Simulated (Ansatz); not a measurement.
Consider the ligand exchange at a B–C bond: `CCBCN` + H–F → `NCBF` + `CC`.

Computed with Ansatz on PBE0-D4/def2-TZVP structures; ΔE is electronic, products minus reactants. CBS: MP2 limit from def2 TZ/QZ plus the TZ coupled-cluster correction, frozen cores. This one scheme is used for every species. DFT in def2-TZVPP. One conformer a species, not always the lowest.

`CCBCN`:

```xyz
15

C     1.282    0.329   -1.537
C     1.257   -0.692   -0.408
B     0.072   -0.663    0.606
C    -1.086    0.372    0.531
N    -2.226    0.119    1.394
H     1.300    1.351   -1.151
H     0.399    0.241   -2.175
H     2.159    0.207   -2.178
H     2.188   -0.647    0.178
H     1.281   -1.716   -0.814
H     0.091   -1.457    1.513
H    -0.569    1.338    0.725
H    -1.423    0.469   -0.510
H    -1.925   -0.192    2.308
H    -2.800    0.941    1.519
```

H–F:

Cartesian coordinates in Å:
```
F -0.183 0.366 0.210
H 0.183 -0.366 -0.210
```

`NCBF`:

Cartesian coordinates in Å:
```
N 1.118 0.351 0.646
C -0.290 0.300 0.308
B -0.701 -0.840 -0.665
F 0.228 -1.539 -1.303
H 1.384 1.245 1.034
H 1.699 0.173 -0.161
H -0.693 1.219 -0.167
H -0.897 0.191 1.218
H -1.847 -1.100 -0.911
```

`CC`:

Cartesian coordinates in Å:
```
C -0.348 0.302 -0.604
C 0.348 -0.302 0.604
H -0.731 -0.473 -1.272
H -1.194 0.925 -0.306
H 0.333 0.929 -1.184
H 0.731 0.473 1.272
H 1.194 -0.925 0.306
H -0.333 -0.929 1.185
```

| level | ΔE (kJ/mol) |
| --- | --- |
| B2PLYP | -159.6 |
| MP2/def2-TZVPP | -146.4 |

Task: What does CCSD(T)/CBS give? (Best estimate.)

Result: Computed: -144.4 kJ/mol. The listed levels differ from it by -15.2, -2.0 kJ/mol.

Largest T1 diagnostic among the species: 0.011.

In def2-TZVPP, CCSD(T) changes the Hartree–Fock value by +24.9 kJ/mol (the triples alone add +2.3 kJ/mol) and MP2 by +27.7 kJ/mol. The D4 term adds +9.2 kJ/mol with B3LYP and +5.3 kJ/mol with PBE0; it sums over pairs of atoms, weighted by their polarisabilities, and B3LYP, whose exchange is more repulsive, gets the larger term.

B3LYP here is the variant with VWN-RPA as its local correlation; programs differ in this.
